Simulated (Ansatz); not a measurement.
One change: `CNB[SiH2]O` becomes `O[SiH2][BH][GeH3]`.

Ansatz, PBE0-D4/def2-TZVP geometries, multiplicity 1. Each molecule was computed in one conformer, which needn't be the lowest.

Scalar relativity is left out up to krypton.

```
                                                                                  property  `CNB[SiH2]O`
                                                         HOMO energy (PBE/def2-TZVPP) / eV         -6.07
ideal-gas entropy at 298 K and 1 bar (rigid rotor, harmonic PBE0-D4/def2-TZVP) / J/(mol·K)           363
                                                       LUMO energy (B3LYP/def2-TZVPP) / eV         -0.86
                                        size of the dipole moment (ωB97M-V/def2-TZVPP) / D          2.92
                                            size of the dipole moment (PBE/def2-TZVPP) / D          2.97
                                          size of the dipole moment (B3LYP/def2-TZVPP) / D          2.94
```

Task: Give the same properties after the change, and the shifts. (An estimate is asked.)

Result: Ansatz gave: 
```tsv
property	`O[SiH2][BH][GeH3]`	shift
HOMO energy (PBE/def2-TZVPP) / eV	-6.53	-0.46
ideal-gas entropy at 298 K and 1 bar (rigid rotor, harmonic PBE0-D4/def2-TZVP) / J/(mol·K)	378	15
LUMO energy (B3LYP/def2-TZVPP) / eV	-3.03	-2.17
size of the dipole moment (ωB97M-V/def2-TZVPP) / D	1.20	-1.72
size of the dipole moment (PBE/def2-TZVPP) / D	1.11	-1.86
size of the dipole moment (B3LYP/def2-TZVPP) / D	1.18	-1.76
```

With PBE0 the HOMO falls by 0.36 eV and the LUMO falls by 2.20 eV, so the gap narrows by about 1.84 eV. PBE moves the HOMO by -0.46 eV and ωB97M-V by -0.29 eV. The zero-point energy changes by -89.3 kJ/mol with -6 modes. Dipoles are sizes alone; their direction can turn. Modes under 60 cm⁻¹, often nearly free rotors, make the harmonic entropy too high.

Positive LUMOs are unbound, so they and the gaps depend on the basis.

B3LYP here is the variant with VWN-RPA as its local correlation; programs differ in this.
